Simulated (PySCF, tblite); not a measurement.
C6H10OP2.
SMILES with atom numbers: `[PH2:1][CH2:2][CH2:3][PH:4][c:5]1[cH:6][cH:7][cH:8][o:9]1` (hydrogens: H10, H11 on P1; H12, H13 on C2; H14, H15 on C3; H16 on P4; H17 on C6; H18 on C7; H19 on C8)

The geometry is computed with GFN2-xTB (gas phase).

Task: List the bond lengths, angles and torsions at this level.

Result: 
```tsv
bond	length (Å)	order
P1–C2	1.857	single
C2–C3	1.526	single
C3–P4	1.869	single
P4–C5	1.812	single
C5–C6	1.369	aromatic
C6–C7	1.413	aromatic
C7–C8	1.361	aromatic
C8–O9	1.341	aromatic
C5–O9	1.352	aromatic
P1–H10, P1–H11	1.397	single
C2–H12, C2–H13	1.094	single
C3–H14, C3–H15	1.093	single
P4–H16	1.399	single
C6–H17	1.071	single
C7–H18	1.071	single
C8–H19	1.073	single
```

Bonds in one row agree within 0.01 Å and their mean is given. Orders are formal, as drawn. A selection of angles:
```tsv
angle	degrees
C2–P1–H10	96.0
H10–P1–H11	91.7
P1–C2–C3	108.6
P1–C2–H12	106.4
P1–C2–H13	111.6
C3–C2–H12	109.8
C3–C2–H13	112.1
H12–C2–H13	108.3
C2–C3–P4	108.1
C2–C3–H14	111.5
P4–C3–H14	109.4
P4–C3–H15	108.4
H14–C3–H15	108.2
C3–P4–C5	97.7
C3–P4–H16	97.0
C5–P4–H16	93.1
P4–C5–C6	133.5
P4–C5–O9	116.3
C6–C5–O9	109.9
C5–C6–C7	106.1
C5–C6–H17	126.5
C7–C6–H17	127.4
C6–C7–C8	106.0
C6–C7–H18	127.0
C8–C7–H18	127.0
C7–C8–O9	110.7
C7–C8–H19	132.0
O9–C8–H19	117.3
C5–O9–C8	107.3
```

Dihedral angles: P1–C2–C3–P4 34° (synclinal); C2–C3–P4–C5 172° (antiperiplanar); C3–P4–C5–C6 118° (anticlinal). The mirror-image conformer, all signs reversed, is as good.

The 5-membered ring C5–C6–C7–C8–O9 has internal angles of 106.0° to 110.7°; it is planar, 0.00 Å rms from its mean plane, widest ring torsion 1°. The C–P distances run from 1.812 Å (P4–C5, drawn single) to 1.869 Å (C3–P4, drawn single), a spread of 0.057 Å. O9 (furan-type oxygen) is bent (angle 107.3°). The C–C distances run from 1.361 Å (C7–C8, aromatic) to 1.526 Å (C2–C3, drawn single), a spread of 0.165 Å. P4 (phosphine phosphorus) is pyramidal (angles 97.7°, 97.0° and 93.1°, sum 287.9°, 0.85 Å off the plane of its three neighbours). Of the pairs four or more bonds apart, P1···H16 is among the closest relative to their van der Waals radii: 2.91 Å, 97 % of the sum of Bondi's values. P1 (phosphine phosphorus) is pyramidal (angles 96.0°, 95.9° and 91.7°, sum 283.6°, 0.80 Å off the plane of its three neighbours).

Point group: C1 (no symmetry element, even within 0.4 Å). Its GFN2-xTB frequencies are all real (lowest 33 cm⁻¹). One conformer, not necessarily the lowest (H–P1–C2–C3 76° and 168°, P1–C2–C3–P4 34°, C2–C3–P4–C5 172°, C3–P4–C5–C6 118°).
